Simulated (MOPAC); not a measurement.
MOPAC input (PM6):

```
PM6 PRECISE GNORM=0.05 LET XYZ UHF MS=0.5 GEO-OK AUX(PRECISION=9) THREADS=1
C2H2BCl2

C    -2.62998100 1   -0.57464300 1    0.47652400 1
C    -1.38749800 1   -0.30316400 1    0.25139900 1
B     0.03758200 1    0.00821200 1   -0.00681000 1
Cl    0.49786700 1    1.57918400 1   -0.66021700 1
Cl    1.28367100 1   -1.18992300 1    0.33742200 1
H    -3.10178600 1   -0.36312100 1    1.43526100 1
H    -3.26740700 1   -1.02852900 1   -0.28123300 1
```

From the output:

```
                                                       MOPAC v23.2.5 Linux

          FINAL HEAT OF FORMATION =        -14.35746 KCAL/MOL =     -60.07161 KJ/MOL

          COSMO AREA              =        130.29 SQUARE ANGSTROMS
          COSMO VOLUME            =        115.83 CUBIC ANGSTROMS

          GRADIENT NORM           =          0.02588          =       0.00978 PER ATOM
          IONIZATION POTENTIAL    =          9.659617 EV
          ALPHA SOMO LUMO (EV)    =         -9.660 -0.577
          BETA  SOMO LUMO (EV)    =        -10.973 -1.478
          NO. OF ALPHA ELECTRONS  =         14
          NO. OF BETA  ELECTRONS  =         13
          MOLECULAR WEIGHT        =        107.7538         POINT GROUP:  C2v

          MOLECULAR DIMENSIONS (Angstroms)

            Atom       Atom       Distance
            H     7   Cl     5     4.62704
           Cl     4    H     6     3.23272
           Cl     4   Cl     5     1.55178

          SCF CALCULATIONS        =         18

   ATOM   CHEMICAL          X               Y               Z
  NUMBER   SYMBOL      (ANGSTROMS)     (ANGSTROMS)     (ANGSTROMS)

     1       C         -2.65224718  *  -0.57950377  *   0.48055424  *
     2       C         -1.38350298  *  -0.30229297  *   0.25068209  *
     3       B          0.04388885  *   0.00958513  *  -0.00795905  *
     4      Cl          0.51629678  *   1.55105848  *  -0.65109532  *
     5      Cl          1.28493251  *  -1.15749683  *   0.32473600  *
     6       H         -3.14032491  *  -0.37678532  *   1.42777901  *
     7       H         -3.30323550  *  -1.03109529  *  -0.26028633  *

                             CARTESIAN COORDINATES

   1    C       -2.652247182    -0.579503774     0.480554238
   2    C       -1.383502980    -0.302292968     0.250682092
   3    B        0.043888845     0.009585131    -0.007959051
   4   Cl        0.516296781     1.551058483    -0.651095317
   5   Cl        1.284932515    -1.157496827     0.324735999
   6    H       -3.140324913    -0.376785322     1.427779008
   7    H       -3.303235496    -1.031095292    -0.260286329

           Empirical Formula: C2 H2 B Cl2  =     7 atoms

      MOLECULAR POINT GROUP   :   C2v

          ALPHA EIGENVALUES
 -26.67639 -26.50076 -26.28102 -21.01454 -17.67809 -15.56486 -15.05134 -14.97789
 -12.98099 -11.54872 -11.42497 -11.27210 -11.04119  -9.65962  -0.57703   0.04111
   0.18989   1.85463   3.16459   5.21190   5.41765   5.80104  87.14246  87.17118
  87.38940  88.12345  88.12489  88.37642  88.39100  88.55843  88.97018  89.02062

           BETA EIGENVALUES
 -26.50193 -26.34174 -26.11813 -20.61357 -17.57343 -15.06467 -14.93720 -14.76877
 -12.76446 -11.37647 -11.31433 -11.23196 -10.97280  -1.47805  -0.47547   0.26177
   1.35617   2.11221   3.38255   5.48548   5.55984   5.90145  87.15782  87.22062
  87.40244  88.16639  88.16756  88.41718  88.43434  88.56870  89.00640  89.03819

              NET ATOMIC CHARGES AND DIPOLE CONTRIBUTIONS

  ATOM NO.   TYPE          CHARGE      No. of ELECS.   s-Pop       p-Pop       d-Pop
    1          C          -0.335422        4.3354     1.11674     3.21868
    2          C          -0.094790        4.0948     1.20816     2.88663
    3          B           0.288023        2.7120     0.96678     1.74520
    4         Cl          -0.110637        7.1106     1.99119     5.11637     0.00307
    5         Cl          -0.110642        7.1106     1.99119     5.11638     0.00307
    6          H           0.181733        0.8183     0.81827
    7          H           0.181735        0.8183     0.81827
 DIPOLE           X         Y         Z       TOTAL
 POINT-CHG.    -1.618    -0.354     0.293     1.682
 HYBRID        -0.136    -0.030     0.025     0.142
 SUM           -1.755    -0.383     0.318     1.824

          ATOMIC ORBITAL ELECTRON POPULATIONS

     Atom    s        px        py        pz      x^2-y^2     xz        z^2       yz        xy
    1  C   1.11674   1.03521   1.05935   1.12413
    2  C   1.20816   1.00015   0.94621   0.94027
    3  B   0.96678   0.70845   0.62233   0.41441
    4 Cl   1.99119   1.91637   1.40756   1.79244   0.00079   0.00022   0.00035   0.00072   0.00100
    5 Cl   1.99119   1.61373   1.64059   1.86206   0.00107   0.00027   0.00042   0.00039   0.00092
    6  H   0.81827
    7  H   0.81827

                    (SZ)    =    0.500000
                    (S**2)  =    0.807599

          ATOMIC ORBITAL SPIN POPULATIONS

    Atom   Total    s     px     py     pz   x^2-y^2  xz     z^2    yz     xy
         Atomic
    1  C -0.2943 -0.016 -0.046 -0.194 -0.039
    2  C  1.0742  0.026  0.053  0.288  0.708
    3  B  0.0452 -0.008 -0.015  0.007  0.062
    4 Cl  0.0350  0.000  0.001  0.006  0.028  0.000  0.000  0.000  0.000  0.000
    5 Cl  0.0350  0.000  0.002  0.005  0.027  0.000  0.000  0.000  0.000  0.000
    6  H  0.0524  0.052
    7  H  0.0524  0.052

 **********************
 *                    *
 * JOB ENDED NORMALLY *
 *                    *
 **********************

 == MOPAC DONE ==
```

The geometry given is a B3LYP-D3(BJ)/def2-TZVP minimum.
